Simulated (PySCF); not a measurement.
**Worked example: chemical shift, span and skew from a shielding tensor**

C2H4FNOSi, SMILES O[Si@@H]1C=N[C@@H]1F. Atoms are numbered in the order given.

```xyz
10

O      1.8658    -0.8071     0.1908
Si     0.2994    -0.6339     0.7093
C     -1.1270    -1.0455    -0.4695
N     -1.4810     0.1779    -0.7077
C     -0.5768     0.9863     0.1414
F      0.2127     1.7986    -0.6526
H      2.0897    -0.3518    -0.6317
H      0.3006    -1.1521     2.1065
H     -1.6668    -1.8779    -0.9487
H     -1.1660     1.6357     0.8137
```
Charge 0, spin multiplicity 1.

Geometry optimised at r2SCAN-D4/def2-SVP. The structure was generated by enumeration; whether it is a known compound was not checked. The values are those of a single conformer.

GIAO shieldings from PBE/pcSseg-1 run with PySCF, non-relativistic, no solvent. The symmetric part of the tensor of C5 has the principal values 31.2, 66.9, 81.5 ppm. The same nucleus in TMS has σ = 182.0 ppm at this level (PySCF, at its B3LYP-D3(BJ)/def2-TZVP geometry).

Q: Work out the isotropic shielding, the ¹³C shift against TMS, the span and the skew.

A: 
σ(iso) = (σ11 + σ22 + σ33)/3 = 59.9 ppm. δ = σ(ref) − σ(iso) = 182.0 − (59.9) = 122.1 ppm.
Span Ω = σ33 − σ11 = 50.3 ppm. Skew κ = 3(σ(iso) − σ22)/Ω = -0.42. Tumbling in solution averages the tensor to δ; in a static solid the shielding alone would spread this spin-1/2 line over Ω.
